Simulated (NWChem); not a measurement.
System: BN₂H₄Cl; SMILES NB(N)Cl

```xyz
8

B      0.0000     0.0000     0.4472
Cl     0.0000     0.0000    -1.3584
N      0.0000    -1.2544     1.1039
H      0.0000    -1.3655     2.1161
H      0.0000    -2.1293     0.5851
N      0.0000     1.2544     1.1039
H      0.0000     1.3655     2.1161
H      0.0000     2.1293     0.5851
```
Atoms are numbered in this order, from 1.

Program: NWChem. Geometry: optimised at PBE-D3(BJ)/def2-SVP. Level r2SCAN/def2-SVP: energy and gradient on several grids; changes count from the extra-fine grid, which is no exact limit either.

```tsv
grid	size of the energy change (μHa)	largest change of a gradient component (μHa/bohr)
xcoarse	2000	2000
coarse	700	100
medium	30	40
fine	20	< 30
xfine	< 10	< 30
```
